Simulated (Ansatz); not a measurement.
Consider the ligand exchange at a B–O bond: `B[O][Ga]([Cl])[O][SiH3]` + `CO[SiH2]N` → `BN[SiH2]OC` + `[OH][Ga]([Cl])[O][SiH3]`.

Program: Ansatz. Geometries: PBE0-D4/def2-TZVP. ΔE: electronic, gas phase. CBS: MP2 limit from def2 TZ/QZ plus the TZ coupled-cluster correction, frozen cores. This one scheme is used for every species. For Ga outer-core shells are correlated without core-valence functions, which leaves a few kJ/mol of doubt a bond. Scalar relativity is left out up to krypton. One conformer a species, not always the lowest.

`B[O][Ga]([Cl])[O][SiH3]`:

Z-matrix (Å, degrees):
```
Si
O 1 1.640
H 1 1.487 2 110.7
H 1 1.484 2 107.7 3 -119.5
H 1 1.487 2 110.8 3 121.0
Ga 2 1.752 1 142.7 3 -67.4
O 6 1.787 2 122.5 1 1.4
Cl 6 2.104 2 119.9 1 -178.0
B 7 1.347 6 125.2 2 7.5
H 9 1.207 7 121.1 6 0.9
H 9 1.200 7 117.9 6 -179.2
```

`CO[SiH2]N`:

```xyz
11

C    -1.264   -0.592   -1.023
O    -0.517   -1.042    0.081
Si    0.896   -0.340    0.543
N     0.811    1.293    1.029
H    -1.657    0.418   -0.857
H    -0.664   -0.584   -1.941
H    -2.107   -1.270   -1.169
H     1.844   -0.351   -0.605
H     1.333   -1.179    1.679
H     0.973    2.053    0.391
H     0.352    1.595    1.871
```

`BN[SiH2]OC`:

Z-matrix (Å, degrees):
```
Si
N 1 1.730
O 1 1.639 2 108.1
H 1 1.490 2 110.4 3 -117.9
H 1 1.482 2 107.5 3 121.4
B 2 1.400 1 126.2 3 -110.3
H 2 1.011 1 116.8 3 68.3
C 3 1.408 1 123.4 2 -167.8
H 6 1.198 2 119.7 1 179.5
H 6 1.198 2 118.9 1 -0.8
H 8 1.097 3 111.7 1 48.3
H 8 1.095 3 111.3 1 -73.3
H 8 1.091 3 108.3 1 167.6
```

`[OH][Ga]([Cl])[O][SiH3]`:

Cartesian coordinates in Å:
```
O 2.114 2.054 -0.353
Ga 1.226 0.693 0.333
Cl 1.973 -0.296 2.047
O -0.281 0.167 -0.418
Si -1.412 -0.995 -0.170
H 1.680 2.422 -1.128
H -0.823 -2.350 -0.343
H -1.983 -0.896 1.200
H -2.494 -0.799 -1.168
```

```json
{"species": "`B[O][Ga]([Cl])[O][SiH3]`", "HF/CBS(def2) energy (Eh)": "-2849.39292"}
{"species": "`CO[SiH2]N`", "HF/CBS(def2) energy (Eh)": "-460.36411"}
{"species": "`BN[SiH2]OC`", "HF/CBS(def2) energy (Eh)": "-485.66945"}
{"species": "`[OH][Ga]([Cl])[O][SiH3]`", "HF/CBS(def2) energy (Eh)": "-2824.08454"}
```

Task: Work out ΔE.

Result: ΔE = (-485.66945) + (-2824.08454) − (-2849.39292) − (-460.36411) = 0.00304 Eh = +0.08 eV. CCSD(T)/CBS gives -0.01 eV.

Largest T1 diagnostic among the species: 0.014.

In def2-TZVPP, CCSD(T) changes the Hartree–Fock value by −0.08 eV (the triples alone add −0.01 eV) and MP2 by −0.09 eV.
